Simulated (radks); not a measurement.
Q: Valence configurations of Sr+ (all share [Kr]). Calculated with a radial shooting solver on a logarithmic mesh with Libxc functionals: scalar-relativistic Kohn-Sham, SCAN, spin-unpolarised, spherical densities, finite nucleus; meta-GGA in the generalised Kohn-Sham scheme; Fermi nuclear charge, rms radius 4.224 fm. Order these by energy: 5p1; 4d1; 5s1; 4d0.5 5s0.5; 4d0.5 5p0.5; 5s0.5 5p0.5.

A: From the lowest, in eV above it: 5s1 0.000; 4d0.5 5s0.5 0.927; 5s0.5 5p0.5 1.448; 4d1 1.851; 4d0.5 5p0.5 2.251; 5p1 2.836. NIST lists [Kr] 5s1 as the ground configuration; this level of theory agrees among the configurations tried. The energies are those of spherical spin-averaged densities, not of single terms.
